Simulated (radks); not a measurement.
Trend from Li+ to Ne+: ionisation energy by Delta-SCF between NIST ground configurations, and size. Method: non-relativistic Kohn-Sham, PBE, spin-polarised, spherical densities, point nucleus; open shells are filled with parallel spins first; computed with a radial shooting solver on a logarithmic mesh with Libxc functionals.

species,configuration,configuration of the ion,IE (eV),NIST (eV),kind,-e(HOMO) (eV),outermost,<r> outermost (bohr)
Li+,[He],1s1,75.361,75.640,theory,60.409 (1s),1s,0.579
Be+,[He] 2s1,[He],18.497,18.211,exp.,14.472 (2s),2s,2.25
B+,[He] 2s2,[He] 2s1,24.606,25.155,exp.,19.505 (2s),2s,1.78
C+,[He] 2s2 2p1,[He] 2s2,24.586,24.383,exp.,17.730 (2p),2p,1.49
N+,[He] 2s2 2p2,[He] 2s2 2p1,30.083,29.601,semi-emp.,22.037 (2p),2s,1.27
O+,[He] 2s2 2p3,[He] 2s2 2p2,35.503,35.121,exp.,26.369 (2p),2s,1.11
F+,[He] 2s2 2p4,[He] 2s2 2p3,34.955,34.971,exp.,25.975 (2p),2p,1.01
Ne+,[He] 2s2 2p5,[He] 2s2 2p4,41.385,40.963,exp.,31.193 (2p),2p,0.893

Reference values: NIST Atomic Spectra Database (exp. = measured, semi-emp. = semi-empirical, theory = theoretical value adopted there). Open shells are spherical and high-spin; term and fine-structure splittings are not resolved.
